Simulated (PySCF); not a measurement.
## Radial density of Mo²⁺ (molybdenum, charge +2)

UHF, [Kr] 4d3 5s1, 5s spin antiparallel (an excited configuration). Calculation: PySCF 2.14, in aug-cc-pwCVTZ-PP with ECP28MDF; a scalar-relativistic core potential. This is the valence pseudo-density: the core potential removes the inner electrons and smooths the orbitals near the nucleus.

| r (bohr) | 4πr²ρ (e/bohr) | 4πr²(ρα − ρβ) |
| --- | --- | --- |
| 0.0347 | 1.952e-05 | 0.0000 |
| 0.0584 | 4.937e-05 | 0.0000 |
| 0.0983 | 0.0001751 | 0.0000 |
| 0.165 | 0.001454 | 0.0003 |
| 0.278 | 0.02375 | 0.0049 |
| 0.468 | 0.6644 | 0.0752 |
| 0.787 | 7.361 | 0.7811 |
| 1.32 | 8.818 | 2.1873 |
| 2.23 | 1.836 | 0.5106 |
| 3.74 | 0.3105 | -0.2102 |
| 6.30 | 0.008006 | -0.0077 |

Energies and moments cover only the electrons outside the core potential. With the s spin flipped the determinant is a mixture of two multiplicities, not a spectroscopic state.
